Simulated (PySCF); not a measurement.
Working with the constants of KCa⁺

RHF-CCSD(T) constants of KCa⁺, ¹Σ⁺ (singlet), closed shell (K 3-21G, Ca 3-21G; no relativity (PySCF 2.14); masses 38.9637 and 39.9626 u):

- ωe: 73.8 cm⁻¹
- ωexe: 0.423 cm⁻¹
- Be: 0.042662 cm⁻¹
- αe: 0.000289 cm⁻¹
- D (centrifugal): 5.71e-08 cm⁻¹
- De to K⁺ + Ca: 0.322 eV

Question: Estimate the standard entropy (1 bar) and heat capacity of the ideal gas at 1000 K, rigid rotor with B0 and harmonic oscillator at the fundamental.

Answer: Translation (Sackur–Tetrode, M = 78.93 u): 188.5 J/(mol K). Rotation: q = kT/(σB0) = 16300 with σ = 1, 89.0. Vibration: x = hcν0/kT = 0.105, 27.06. S° = 304.5 J/(mol K); Cp = 7R/2 + 8.31 = 37.4 J/(mol K).

Correlated steps freeze 10 core orbitals. The bond is weak. Basis-set superposition, not corrected here, can be much of De in a small basis, most of all at correlated wavefunction levels. For an ion De counts to the pair picked by the measured ionisation energies or electron affinities, which need not be the lowest pair at this level. 3-21G is very small, so such numbers show the basis as much as the molecule.
